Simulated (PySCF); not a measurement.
ClH₆NSi₂, SMILES Cl[SiH2][SiH2]N.

Coordinates come from a B3LYP-D3(BJ)/def2-SVP optimisation. This is a generated structure with no PubChem entry under its InChIKey; it may be hypothetical. The values are those of a single conformer.

Two levels are set side by side: TDA-PBE/def2-SVPD (PySCF) and TDA-ωB97X/def2-SVPD (PySCF). Vertical, same geometry. The lowest singlet is HOMO→LUMO 98 % with PBE and HOMO→LUMO 90 % with the other functional; states are paired by order. Differences are taken from unrounded values.

| quantity | TDA-ωB97X |
|---|---|
| lowest singlet excitation (eV) | 5.76 |
| lowest triplet excitation (TDA) (eV) | 5.16 |
| first bright state (f over 0.05) (eV) | 7.17 |
| its oscillator strength | 0.06 |

Q: What does TDA-PBE give, and how far is it from TDA-ωB97X? (Estimate from the structure and the level; the computed values follow.)

A: 
| quantity | TDA-PBE | TDA-PBE minus TDA-ωB97X |
|---|---|---|
| lowest singlet excitation (eV) | 4.57 | -1.18 |
| lowest triplet excitation (TDA) (eV) | 4.16 | -1.00 |
| first bright state (f over 0.05) (eV) | 6.24 | -0.93 |
| its oscillator strength | 0.12 | 0.06 |

A lower first singlet is the usual sign of a functional without exact exchange. Differences between two approximate levels are no errors against the true value.

Rough cost on one machine, each run with all the roots and properties that it gave: TDA-ωB97X against TDA-PBE about 4 times.
